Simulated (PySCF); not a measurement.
Question: Write Cartesian coordinates for `c1(ccncc1)SC` as optimised with GFN2-xTB.

Answer: 
```xyz
15
C6H7NS angstrom
C      2.721    0.273   -0.157
S      1.636   -1.177   -0.293
C      0.020   -0.515   -0.077
C     -1.049   -1.408   -0.152
C     -2.330   -0.918    0.016
N     -2.605    0.358    0.240
C     -1.589    1.197    0.305
C     -0.261    0.826    0.159
H      2.629    0.714    0.831
H      3.730   -0.102   -0.301
H      2.482    0.990   -0.937
H     -0.869   -2.454   -0.339
H     -3.185   -1.580   -0.032
H     -1.847    2.233    0.485
H      0.513    1.571    0.230
```

Any rigid rotation of these coordinates is as good. Atoms count from 1 in this order. Of the pairs four or more bonds apart, C1···H15 is among the closest relative to their van der Waals radii: 2.59 Å, 89 % of the sum of Bondi's values. The 8 heavy atoms lie in one plane (0.006 Å rms). The 2 C–S bonds span 1.760 Å (S2–C3, drawn single) to 1.815 Å (C1–S2, drawn single), a spread of 0.055 Å. The 6-membered ring C3–C4–C5–N6–C7–C8 has internal angles of 117.5° to 124.2° (sum 720°, against 720° for a flat polygon); it is planar, 0.00 Å rms from its mean plane, widest ring torsion 0°.

Bonds between heavy atoms (Å): C1–S2 1.815, S2–C3 1.760, C3–C4 1.395, C4–C5 1.381, C5–N6 1.324, N6–C7 1.320, C7–C8 1.386, C3–C8 1.390.

The geometry is computed with GFN2-xTB (gas phase).

Point group: Cs (every atom within 0.08 Å of its image). Not checked by GFN2-xTB frequencies. One conformer, not necessarily the lowest (C1–S2–C3–C4 179°).
